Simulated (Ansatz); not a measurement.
Geometry optimisation, RKS PBE0-D4/6-31G* in Ansatz 0.2.0.

Input file:

```yaml
crystal:
  periodic: [false, false, false]
  atoms:
    - { symbol: Si, position_ang: [0.0, 0.0, 0.0] }
    - { symbol: F, position_ang: [0.9996, 0.0, 1.4848] }
    - { symbol: H, position_ang: [1.6189, 0.0, 0.3673] }
    - { symbol: O, position_ang: [-0.7913, 1.3709, -0.5594] }
    - { symbol: Si, position_ang: [-2.4002, 1.4263, -1.0396] }
    - { symbol: H, position_ang: [-3.2124, 0.6421, -0.1138] }
    - { symbol: H, position_ang: [-2.862, 2.8114, -1.0378] }
    - { symbol: H, position_ang: [-2.5267, 0.8736, -2.385] }
    - { symbol: H, position_ang: [-0.6877, -1.1914, -0.4862] }
basis:
  gaussian: { orbitals: "6-31G*" }
hamiltonian:
  xc: pbe0
  dispersion: d4
relax:
  f_tol: 0.15
  max_steps: 25
  restrain:
    - { distance: [1, 2], at: 0.92, k: 30.0 }
    - { distance: [0, 1], at: 2.79, k: 30.0 }
    - { distance: [0, 2], at: 2.66, k: 30.0 }
output:
  orbitals: {}
```

Command:

```bash
$ ansatz run input.yaml --threads 1 --pin off --max-ram 2048MiB --backend cpu --events-out ev --progress --plain --runs-dir out
```

Where does it end, and by what steps?

The run converged. The restraints hold the end off the free minimum. After 14 steps the energy has fallen by 1.020 eV (the restraints' own energy left out); Si1 moved furthest, 1.00 Å. Parted: Si1–F2 (1.79 → 2.78 Å). Joined: F2–H3 (1.28 → 0.93 Å).

| step | energy less start (eV) | largest force component (eV/Å) | accepted |
| --- | --- | --- | --- |
| 0 | 0.0000 | 4.729 | yes |
| 1 | 1.2689 | 8.021 | yes |
| 2 | 1.8989 | 9.017 | yes |
| 3 | 1.1068 | 8.132 | yes |
| 4 | -0.0974 | 3.894 | yes |
| 5 | -0.6967 | 1.541 | yes |
| 6 | -0.9085 | 0.421 | yes |
| 7 | -0.9814 | 0.339 | yes |
| 8 | -0.9975 | 0.387 | yes |
| 9 | -0.9897 | 0.962 | no |
| 10 | -1.0079 | 0.200 | yes |
| 11 | -1.0150 | 0.307 | yes |
| 12 | -1.0171 | 0.215 | no |
| 13 | -1.0177 | 0.305 | yes |
| 14 | -1.0196 | 0.319 | yes |

```xyz
9
Properties=species:S:1:pos:R:3
Si 0.234 -0.162 -0.958
F 0.971 0.110 1.713
H 1.743 0.217 1.205
O -0.797 1.124 -1.161
Si -2.437 1.405 -1.017
H -3.001 0.623 0.117
H -2.646 2.858 -0.779
H -3.122 1.006 -2.279
H -0.807 -1.247 -0.610
```

Time of the run: 47 s on 1 thread of Arm Neoverse V2, with other jobs on the host, peak memory 0.15 GiB.
